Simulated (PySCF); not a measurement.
**Orbital energies, ionisation energy and electron affinity**

Compound: (F)3Sn-S-SiH3.
Z-matrix (Å and degrees, PBE0-D3(BJ)/def2-SVP geometry), rows numbered from 1:
```
Sn
F   1  1.9244
F   1  1.9130  2  107.61
F   1  1.9148  2  105.60  3  -110.95
S   1  2.3578  2  106.54  3   125.11
Si  5  2.1906  1   96.61  2    14.19
H   6  1.4853  5  110.57  1   -71.25
H   6  1.4863  5  110.23  1    52.71
H   6  1.4877  5  101.91  1   170.63
```

Level: CAM-B3LYP/def2-SVPD (PySCF). Frontier orbitals with their largest atomic shares (Löwdin; up to four atoms above 4 %):

```
orbital  ε (eV)                           main atoms
 HOMO−3  -12.50  Si6 38 %, H7 27 %, H8 13 %, S5 12 %
 HOMO−2  -12.02  S5 42 %, Si6 27 %, H9 18 %, Sn1 4 %
 HOMO−1  -11.34   S5 46 %, Si6 17 %, Sn1 8 %, H8 7 %
   HOMO  -10.03                                    ?
   LUMO   -2.28  Sn1 31 %, S5 29 %, F3 12 %, F4 12 %
 LUMO+1   -0.08  S5 31 %, Si6 26 %, Sn1 15 %, H9 7 %
 LUMO+2    0.47  S5 26 %, Si6 24 %, Sn1 17 %, H8 8 %
```

Task: What vertical ionisation energy does ΔSCF give, and how far is −ε(HOMO) from it?

Result: ΔSCF: 10.81 eV (1043 kJ/mol; threshold wavelength 115 nm); ⟨S²⟩ of the doublet left behind is 0.756, against 0.75 for a pure doublet. −ε(HOMO) is 10.03 eV, 0.78 eV below it. For the exact functional −ε(HOMO) would equal the first vertical ionisation energy; CAM-B3LYP (range-separated hybrid) falls short of its own ΔSCF value by 7 %.

Task: On which atoms does the HOMO lie?

Result: S5 (sulfur bonded to Si and Sn) 73 %, Si6 (silicon bonded to S and 3 H) 11 %, Sn1 (tin bonded to 3 F and S) 6 %, H7 (hydrogen on silicon) 5 %, so more than half of it is on one atom. The HOMO−1 lies 1.31 eV lower.

Task: And the vertical electron affinity, the fundamental gap, Mulliken's electronegativity and the hardness (with the factor ½)?

Result: EA = 1.53 eV by ΔSCF (−ε(LUMO) = 2.28 eV). IE − EA = 9.28 eV against an orbital gap of 7.75 eV; (IE + EA)/2 = 6.17 eV; (IE − EA)/2 = 4.64 eV. Parr's electrophilicity index (IE + EA)²/[8(IE − EA)] is 2.05 eV.

Task: Shift the occupied levels rigidly so that −ε(HOMO) equals the ΔSCF value. What binding energies result?

Result: The shift is +0.78 eV: HOMO 10.81, HOMO−1 12.12, HOMO−2 12.80, HOMO−3 13.28 eV. A rigid shift is only a rough guide to the deeper ionisations.

Task: What total energies stand behind the ΔSCF value?

Result: E(N) = -1202.94991 Eh and E(N − 1) = -1202.55277 Eh at the same geometry, 0.39714 Eh apart. With one more electron, E(N + 1) = -1203.00608 Eh.

Isolated species at its PBE0-D3(BJ)/def2-SVP geometry, gas phase. Atoms past krypton carry effective core potentials; spin–orbit coupling is left out.
